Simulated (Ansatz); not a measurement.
Stepwise reaction of `N[SiH2]O[Si](N)(F)F` with hydrogen, as a gas-phase model of exchange steps in deposition or etching. ΔE in kJ/mol.

Program: Ansatz. Geometries: PBE0-D4/def2-TZVP. ΔE: electronic, gas phase. CBS: MP2 limit from def2 TZ/QZ plus the TZ coupled-cluster correction, frozen cores. This one scheme is used for every species. DFT in def2-TZVPP. B3LYP here is the variant with VWN-RPA as its local correlation; programs differ in this. Each species was taken in one conformer, which may not be the lowest.

```csv
step,reaction,PBE-D4,B3LYP-D4,ωB97M-V,CCSD(T)/CBS
1,`N[SiH2]O[Si](N)(F)F` + H₂ → `N[SiH2]O[SiH](N)F` + H–F,132.1,142.1,142.2,138.9
2,`N[SiH2]O[SiH](N)F` + H₂ → `N[SiH2]O[SiH2]N` + H–F,141.3,150.6,150.6,146.6
```

(1) By hand: ΔE of the 2 steps together at CCSD(T)/CBS.

Results:

(1) (138.9) + (146.6) = 285.5 kJ/mol, or 142.8 kJ/mol a step.

In ΔE each step is higher than the one before. All are uphill at CCSD(T)/CBS. PBE-D4 differs from CCSD(T)/CBS by -6.8 to -5.3 kJ/mol a step. Isolated molecules leave out the surface, adducts and barriers. Largest T1 diagnostic: 0.011.
